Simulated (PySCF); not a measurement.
C5H4F3NO.
Z-matrix (Å and degrees, GFN2-xTB geometry), rows numbered from 1:
```
C 
C   1  1.3405
C   2  1.4835  1  121.48
N   3  1.2526  2  126.75  1    34.20
C   2  1.4772  1  117.27  3  -179.44
O   5  1.2006  2  125.05  1     5.15
C   5  1.5582  2  115.93  1  -173.48
F   7  1.3415  5  111.77  2    50.02
F   7  1.3432  5  111.65  2   -70.00
F   7  1.3292  5  111.33  2   170.15
H   1  1.0774  2  121.82  3     0.37
H   1  1.0778  2  120.55  3   179.18
H   3  1.0851  2  116.97  1  -144.19
H   4  1.0195  3  115.84  2     2.47
```

Computed at PBE0/pcSseg-1 (PySCF, non-relativistic), with Q(14N) = 0.02044 b, Q(17O) = −0.0256 b: N4, 14N (I = 1): χzz = -5.145 MHz, η = 0.443; O6, 17O (I = 5/2): χzz = 12.09 MHz, η = 0.535.

(1) Where would the pure quadrupole (NQR) lines of 14N at N4 fall for the rigid, isolated species?

(2) Find the zero-field quadrupole resonance frequencies of 17O at O6.

Results:

(1) From ν± = (3/4)|χ|(1 ± η/3) and ν0 = |χ|η/2: ν+ 4.429 MHz, ν− 3.288 MHz, ν0 1.140 MHz (imine nitrogen).

(2) From the eigenvalues of H = χ/[4I(2I − 1)] × [3Iz² − I(I + 1) + η(Ix² − Iy²)], steps between neighbouring levels, labelled as for η = 0: ±1/2↔±3/2 2.308 MHz, ±3/2↔±5/2 3.453 MHz (ketone oxygen).

In a crystal, neighbours and librations shift these lines. GFN2-xTB bond lengths can be off by several hundredths of an ångström, more for odd bonds, and the gradients follow them. With so small a basis the couplings can be 20 % off.

The run behind these numbers computed NMR shieldings as well. Hardware: Arm Neoverse V1, one thread, on a shared host. Cost: 29 s of wall time.

One conformer stands for the species.
